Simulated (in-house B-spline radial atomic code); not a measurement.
How numerical settings move a run on Co, [Ar] 3d7 4s2. Computed with a B-spline radial code for spherical atoms: non-relativistic CAM-B3LYP, spin-polarised, spherical fractional occupations, point nucleus.

Command:
```bash
python run_scf.py task.json out
```
Settings of the sound reference run:
```
Z                27
electrons        27
configuration    [Ar] 3d7 4s2
hamiltonian      nr
method           camb3lyp
spin_polarised   True
knot_spacing     0.22
spline_order     8
gauss_points     12
box_radius       50
max_iterations   70
damping          0.5
damped_steps     3
diis_vectors     10
tolerance        1e-08
start            Thomas-Fermi
```

Time taken, with all properties: 1 s on 1 thread of Intel(R) Xeon(R) Platinum 8488C, on a shared host.

It converges in 11 iterations to -1382.630834 hartree, with 3d down at -5.81313 eV. The other runs change the listed settings, some to values that make no sense; their results aren't properties of the atom or ion. Radii are in bohr (the nuclear one in fm), a minus after a letter asks for a j subshell, and «unchanged» means within 1e-8 hartree. The run stops when the residual is below 10 × tolerance × max(1, Z/10), or a noise floor if that is larger, and the energy moves by less than 1e-8 × √|E| hartree; so very loose and very tight tolerances often act alike.

```tsv
changed settings	outcome
knot_spacing = 0.4	converged in 11 iterations, energy +1.55e-04 hartree from the reference, 3d down level -2.5e-06 eV
spline_order = 7	converged in 11 iterations, energy -2.94e-07 hartree from the reference, 3d down level -3.9e-07 eV
knot_spacing = 1	converged in 11 iterations, energy +4.62e+00 hartree from the reference, 3d down level -2.1e+00 eV
spline_order = 5	converged in 11 iterations, energy +1.35e-05 hartree from the reference, 3d down level -6.2e-06 eV
max_iterations = 8	not converged after 8 iterations, last residual 4.2e-05, last energy +1.56e-07 hartree from the reference
max_iterations = 12	converged in 11 iterations, energy unchanged
first_knot = 0.111, max_iterations = 60, damping = 0, diis_vectors = 20	converged in 15 iterations, energy +1.71e-03 hartree from the reference, 3d down level -1.9e-05 eV
electrons = 35, configuration = [Ar] 3d7 4s2 6s2 6p6, max_iterations = 100	converged in 35 iterations to -1381.6743 hartree, a different physical problem (warning: 3d down has a positive eigenvalue: unbound, held by the box)
max_iterations = 3	not converged after 3 iterations, last residual 3.3e-02, last energy +1.97e-02 hartree from the reference
spline_order = 6	converged in 11 iterations, energy +6.52e-07 hartree from the reference, 3d down level +8.3e-07 eV
knot_spacing = 0.3	converged in 11 iterations, energy +5.62e-06 hartree from the reference, 3d down level -3.3e-06 eV
knot_spacing = 1, box_radius = 5, max_iterations = 50	converged in 10 iterations, energy +1.10e+00 hartree from the reference, 3d down level +2.2e+00 eV (the program warns: 3d down reaches the box edge; 3p up reaches the box edge)
electrons = 30, configuration = [Ar] 3d7 4s2 5s3, max_iterations = 100	stopped with error: shell 5s holds at most 1 electrons (per spin)
knot_spacing = 0.1, gauss_points = 4, max_iterations = 75, diis_vectors = 2	not converged after 75 iterations, last residual 7.1e-03, last energy -2.90e+05 hartree from the reference
knot_spacing = 0.55	converged in 11 iterations, energy +2.66e-02 hartree from the reference, 3d down level +1.6e-04 eV
max_iterations = 3, diis_vectors = 2, tolerance = 1e-13, start = bare nucleus	not converged after 3 iterations, last residual 3.7e-01, last energy +2.34e+00 hartree from the reference
max_iterations = 2	not converged after 2 iterations, last residual 3.6e-01, last energy +3.54e+00 hartree from the reference
knot_spacing = 1.4	converged in 11 iterations, energy +7.29e+01 hartree from the reference, 3d down level -1.6e+01 eV
```

Problem. What happens with spline_order = 4?

Solution. Converged in 11 iterations, energy +4.72e-04 hartree from the reference, 3d down level -1.7e-04 eV.

Problem. What happens with hamiltonian = dirac, method = hf, spin_polarised = False, nucleus = fermi, rms_radius = 3.7875, mass_number = 59, atomic_mass = 58.93319, speed_of_light = 29.7094?

Solution. Converged in 11 iterations to -1807.5163 hartree, a different physical problem.

Problem. What happens with knot_spacing = 2?

Solution. Converged in 11 iterations, energy +1.06e+02 hartree from the reference, 3d down level -1.8e+01 eV (the program warns: 3s up reaches the box edge; 3s down reaches the box edge).

Problem. What happens with knot_spacing = 0.1?

Solution. Converged in 11 iterations, energy -5.98e-07 hartree from the reference, 3d down level +1.4e-06 eV.
